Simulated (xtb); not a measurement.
OsO4, SMILES [O]=[Os](=[O])(=[O])=[O], multiplicity 1. All values are semi-empirical tight-binding results from xtb (GFN2-xTB unless named), good for trends rather than for accurate numbers. The structure is a stationary point at GFN2-xTB. The spin state was assumed, not searched. The isomer is the one that the SMILES or the coordinates give; other isomers of the formula were not compared.

For metal compounds this method's bond lengths and energies can be far off.

Computed properties:
| Item | Result |
|---|---|
| point group as xtb finds it | Td |
| orbital gap | 3.64 eV |
| zero-point energy | 7.2 kcal/mol |
| G − E(el) at 298.15 K (modified RRHO) | -10.2 kcal/mol |
